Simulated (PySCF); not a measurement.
Atom-mapped SMILES (the numbers label the heavy atoms): `[CH:1]#[C:2][CH2:3][n:4]1[cH:5][c:6]([F:7])[cH:8][c:9]1[F:10]`; H(Xn) means a hydrogen on atom n.

Geometry: GFN2-xTB; GIAO absolute shieldings from PySCF, gas phase, non-relativistic, averaged over equivalent atoms.

At KT2/pcSseg-1 (195 basis functions, 50 s wall time on 1 thread of an Intel Xeon Platinum 8375C, shared host):
```tsv
atoms	σ (ppm)
C6	34.1
C9	43.3
C5	94.4
C2	109.3
C8	109.6
C1	113.5
C3	148.9
N4	116.1
F10	309.8
F7	328.3
H(C5)	25.73
H(C8)	26.18
H(C3)	26.85
H(C1)	29.71
```

Predict the values at BLYP/pcSseg-1 on the same geometry.

## Answers


```tsv
atoms	σ at BLYP/pcSseg-1	change
C6	16.7	-17.4
C9	27.5	-15.8
C5	81.5	-12.9
C2	96.5	-12.8
C8	96.1	-13.5
C1	103.2	-10.3
C3	141.1	-7.8
N4	102.7	-13.4
F10	307.6	-2.2
F7	323.5	-4.8
H(C5)	25.99	+0.26
H(C8)	26.41	+0.23
H(C3)	27.14	+0.29
H(C1)	30.21	+0.50
```

The largest change is at C6 (aromatic carbon bearing fluorine). Cost: 195 basis functions, 60 s wall time on 1 thread of an Intel Xeon Platinum 8375C, shared host. The order of the carbon signals changes between the two levels.
